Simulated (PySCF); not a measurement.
**Correlation energy of Ru²⁺ (ruthenium, charge +2)**

[Kr] 4d5 5s1, high-spin 7S determinant (an excited configuration). All numbers are calculated (PySCF 2.14, the spin-free X2C one-electron Hamiltonian (Gaussian nucleus), in ANO-RCC-VTZP (7s6p4d2f1g, 68 functions)). Frozen: [Kr]; 6 electrons correlated.

```
  level  correlation energy (mhartree)
   CCSD                         -88.67
    (T)                          -1.34
CCSD(T)                         -90.01
```

Diagnostics: T1 = 0.0039, D1 = 0.0130, largest double amplitude 0.023.

Question: Is a single reference adequate?

Answer: Yes, within this model without spin-orbit coupling: T1 lies below 0.03 and no double amplitude reaches 0.07.
